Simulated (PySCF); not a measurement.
C₂H₉NSi, SMILES NCC[SiH3], singlet (GFN2-xTB optimised geometry):

```
13

N      2.081    -1.075     0.000
C      0.629    -1.075     0.000
C     -0.015     0.316     0.000
Si    -1.914     0.261     0.001
H      2.431    -0.588     0.820
H      2.431    -0.584    -0.817
H      0.305    -1.631     0.884
H      0.305    -1.631    -0.883
H      0.339     0.867     0.875
H      0.339     0.867    -0.876
H     -2.380    -0.438    -1.198
H     -2.431     1.631     0.005
H     -2.379    -0.444     1.197
```

Calculation: PBE0/def2-TZVP run with PySCF 2.14.0.

What are the frontier orbital energies and the dipole moment?

HOMO-2 -9.47 eV, HOMO-1 -9.06 eV, HOMO -6.79 eV, LUMO 0.59 eV, LUMO+1 1.37 eV; dipole moment 1.28 D.

Meta-Löwdin charges at PBE0/def2-TZVP: N1 -0.51, C2 -0.09, C3 -0.45, Si4 0.47, H5 0.21, H6 0.21, H7 0.11, H8 0.11, H9 0.11, H10 0.11, H11 -0.10, H12 -0.09, H13 -0.10.
